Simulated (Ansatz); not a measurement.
System: H$_{3}$SiO, charge 0, doublet. H3SiO (SMILES O[SiH2], doublet).
B3LYP-D3(BJ)/def2-TZVP minimum from Ansatz (a first-principles code):
```xyz
5

Si    -0.5631     0.1366     0.0349
O      1.0580    -0.1444    -0.1741
H     -1.2425    -0.6984    -0.9877
H     -1.0034    -0.2603     1.4069
H      1.6648     0.2016     0.4858
```
Charge 0, spin multiplicity 2.

Total energies in aug-cc-pV(D+d)Z, 13 correlated electrons, 6 frozen orbitals. Open shells are spin-unrestricted; no spin-orbit coupling. Cores are frozen in correlated methods. No relativity.

```json
[
 {"method": "HF", "program": "Ansatz", "energy (Eh)": "-365.55398", "minus CCSDT(Q) (mEh)": "328.42"},
 {"method": "MP2", "program": "Ansatz", "energy (Eh)": "-365.84884", "minus CCSDT(Q) (mEh)": "33.56"},
 {"method": "CCSD", "program": "Ansatz", "energy (Eh)": "-365.87237", "minus CCSDT(Q) (mEh)": "10.03"},
 {"method": "CCSD(T)", "program": "Ansatz", "energy (Eh)": "-365.88097", "minus CCSDT(Q) (mEh)": "1.44"},
 {"method": "CCSDT(Q)", "program": "Ansatz", "energy (Eh)": "-365.88241", "minus CCSDT(Q) (mEh)": "0.00"}
]
```

Rough core times of Ansatz's runs on a shared machine: CCSD(T) under 20 s, CCSDT(Q) 20 min.
